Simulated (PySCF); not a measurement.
**Simulated characterisation data**

[PySCF 2.14: GFN2-xTB structure; NMR shieldings at PBE0/pcSseg-1/GIAO; single conformer; no solvent model; equivalent nuclei averaged; relativity neglected]

Scale: 1H (σ = 31.72 ppm), 13C (σ = 186.93 ppm) vs TMS (reference shieldings calculated alike). Splittings of carbon signals by F and P are missing where no couplings were computed. Where no couplings were computed, multiplicities follow the n + 1 count of equivalent neighbours, and m marks all less simple cases (inequivalent or close neighbours, rings, F or P nearby). Shifts are as computed. Against solution values, carbons near 30 ppm lie about +3 ppm off and those near 130 ppm about +5 ppm. Of 1211 compounds with measured shifts, 218 miss one by over three times the rms of a fit or turn the order of signals round; such compounds aren't used in these exercises.

Compound 1 (C7H13P). 1H NMR (600 MHz, computed): δ 7.67 (m, 1H), 6.55 (m, 1H), 6.47 (m, 1H), 6.47 (m, 1H), 6.03 (m, 1H), 1.97 (d, 3H), 1.41 (m, 3H), 0.03 (m, 2H). 13C{1H} NMR (computed): δ 149.7, 145.3, 141.8, 140.3, 21.7, 20.7, 0.8. Structure: `C=C[P@@](=C)(C)/C=C\C`.

Compound 2 (CH11O2PSi3). 1H NMR (600 MHz, computed): δ 5.55 (m, 1H), 5.36 (m, 1H), 5.24 (s, 3H), 5.21 (m, 1H), 1.11 (m, 2H), 0.55 (m, 3H). 13C{1H} NMR (computed): δ 1.5 (CH3). Structure: `O([Si@@H](O[SiH2]C)P)[SiH3]`.
